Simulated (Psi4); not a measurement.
Donor–acceptor adduct: CH5Al (SMILES [CH3][AlH2]) (first 7 atoms) with H2O (SMILES O); geometry from B3LYP-D3(BJ)/def2-TZVP, rigid monomers moved along the line of their centres of mass till Al2···O8 is 3.66 Å.
(charge 0, multiplicity 1):
```xyz
10

C     -0.17782     0.91679    -0.61250
Al    -0.32978    -0.37361     0.86026
H      0.86233     1.09224    -0.90215
H     -0.69801     0.55581    -1.50583
H     -0.61952     1.88521    -0.36002
H      0.58493    -1.68608     0.82907
H     -1.71430    -0.46923     1.65672
O      1.38357     0.81661     3.86702
H      2.11782     0.25963     4.15743
H      0.80551     0.95948     4.62804
```

Calculation: SAPT0/jun-cc-pV(D+d)Z in Psi4.

Q: Which attractive term is largest, and how does the interaction split up?

A: electrostatics -4.08, exchange 0.28, induction -0.35, dispersion -0.31, total -4.46 kcal/mol; the largest attraction is electrostatics.
